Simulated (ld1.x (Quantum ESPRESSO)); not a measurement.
# nitrogen (N): excitation energies, all-electron against TM

- Element: nitrogen
- Generator: ld1.x (Quantum ESPRESSO) 7.5
- Type: norm-conserving Troullier–Martins (Kleinman–Bylander form)
- Functional: PBE
- Relativity: scalar-relativistic
- Frozen core: [He]
- Valence charge: 5
- Reference configuration: 2s2 2p3
- Partial waves: 2s (bound): rc 1.00 bohr; 2p (bound): rc 1.35 bohr; 3d channel at 0.05 Ry: rc 1.15 bohr
- Local potential: the d channel
- Core correction: Bessel-smoothed model core inside 0.80 bohr

Energies are relative to the spin-unpolarised reference configuration 2s2 2p3; without spin polarisation the order of configurations can differ from experiment.

```csv
valence configuration,charge,ΔE all-electron (eV),error AE − PS (meV)
2s2 2p1,+2,42.445,+87
2s2 2p0,+3,89.528,+447
2s2 2p3.3,-0.3,-1.619,+0.2
2s0 2p5,0,23.041,+34
2s2 2p2.5,+0.5,5.093,+0.8
```

What are ΔE and the potential's error for 2s1 2p4?

ΔE = 11.508 eV all-electron; the error (AE − PS) is +8.2 meV.

What are ΔE and the potential's error for 2s2 2p2?

ΔE = 13.591 eV all-electron; the error (AE − PS) is +7.4 meV.

Levels in the configuration 2s2 2p2.5:

```tsv
level	all-electron (eV)	pseudo (eV)
2s	-25.121	-25.124
2p	-13.444	-13.438
```
